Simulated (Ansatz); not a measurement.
`BB(N)O`, relaxed with RKS PBE0-D4/def2-TZVP in the Gaussian-basis code of Ansatz from a PBE-D4/def2-SVP geometry. The force threshold is 0.005 eV/Å; the program also tests the step.

Charge 0, multiplicity 1.

Start:

```xyz
9

B     0.259    0.179   -1.376
B    -0.008    0.169    0.322
N    -0.347   -1.046    0.966
O     0.068    1.301    1.124
H     0.314   -0.852   -2.030
H     0.400    1.210   -2.021
H    -0.411   -1.930    0.464
H    -0.551   -1.114    1.966
H     0.275    2.082    0.585
```

```csv
step,energy (eV),largest force (eV/Å),largest move (Å)
1,-4968.5588,0.678,0.000
2,-4968.5890,0.233,0.019
3,-4968.5917,0.065,0.009
4,-4968.5921,0.040,0.007
5,-4968.5924,0.022,0.003
6,-4968.5924,0.026,0.022
7,-4968.5926,0.028,0.029
8 (rejected),-4968.5923,0.091,0.097
9 (rejected),-4968.5882,0.277,0.028
10,-4968.5928,0.018,0.013
11,-4968.5929,0.073,0.082
12 (rejected),-4968.5925,0.126,0.027
13,-4968.5935,0.035,0.014
14,-4968.5942,0.014,0.070
15 (rejected),-4968.5941,0.108,0.110
16 (rejected),-4968.5939,0.048,0.055
17,-4968.5945,0.006,0.027
18,-4968.5948,0.029,0.055
19,-4968.5949,0.050,0.047
20 (rejected),-4968.5948,0.062,0.011
21,-4968.5950,0.019,0.005
22,-4968.5951,0.010,0.018
23,-4968.5952,0.009,0.026
24,-4968.5952,0.004,0.019
```

End:

```xyz
9

B     0.254    0.173   -1.378
B     0.021    0.148    0.311
N    -0.409   -1.026    0.950
O     0.201    1.252    1.120
H     0.695   -0.764   -1.984
H    -0.024    1.134   -2.044
H    -0.499   -1.904    0.473
H    -0.646   -1.057    1.929
H     0.407    2.044    0.623
```

It took 52 s on 2 threads of an Intel Xeon on a shared host, with 0.29 GiB of host memory at the peak.
